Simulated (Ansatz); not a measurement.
`N#CC[SiH3]` → `C1=N[SiH2]C1`  (isomerisation)

Program: Ansatz. Geometries: PBE0-D4/def2-TZVP. ΔE: electronic, gas phase. CCSD(T)/CBS adds triple-zeta CCSD(T) − MP2 to the extrapolated MP2 energy (def2 sets, frozen cores). Functionals use def2-TZVPP. B3LYP here is the variant with VWN-RPA as its local correlation; programs differ in this. HSE06 is defined as in plane-wave codes.

`N#CC[SiH3]`:

Cartesian coordinates in Å:
```
N -2.538 0.900 0.340
C -1.568 0.298 0.477
C -0.329 -0.432 0.611
Si 0.971 0.155 -0.646
H -0.515 -1.499 0.463
H 0.065 -0.302 1.622
H 2.200 -0.651 -0.429
H 0.456 -0.060 -2.019
H 1.257 1.591 -0.420
```

`C1=N[SiH2]C1`:

```xyz
9

C    -0.200   -0.170   -1.157
N    -1.278   -0.569   -0.589
Si   -0.561   -0.155    0.990
C     0.843    0.332   -0.174
H    -0.062   -0.195   -2.246
H    -0.343   -1.307    1.903
H    -1.259    0.928    1.731
H     1.766   -0.252   -0.167
H     1.095    1.388   -0.292
```

CCSD(T)/CBS gives +37.7 kJ/mol.

**Question.** Another level gave +21.9 kJ/mol. Which?
A. HSE06-D4/def2-TZVPP
B. BLYP/def2-TZVPP
C. B97M-V/def2-TZVPP
D. B3LYP/def2-TZVPP

**Answer.** A. HSE06-D4 21.9, B97M-V 29.1, BLYP 54.2, B3LYP 46.5 kJ/mol.

**Question.** What do rigid-rotor, harmonic-oscillator terms from PBE0-D4/def2-TZVP frequencies (298.15 K, 1 bar) make of the CCSD(T)/CBS value? (Best estimate.)

**Answer.** Ansatz gave: ΔZPE = +8.7 kJ/mol, ΔH = +43.7 kJ/mol, ΔS = -23 J/(mol·K), ΔG = +50.5 kJ/mol.

Largest T1 diagnostic among the species: 0.013.

From BLYP to BHLYP (50 % exact exchange), in def2-TZVPP and without D4, ΔE moves by −12.2 kJ/mol. In def2-TZVPP, CCSD(T) changes the Hartree–Fock value by −16.3 kJ/mol (the triples alone add −2.3 kJ/mol) and MP2 by −13.9 kJ/mol.
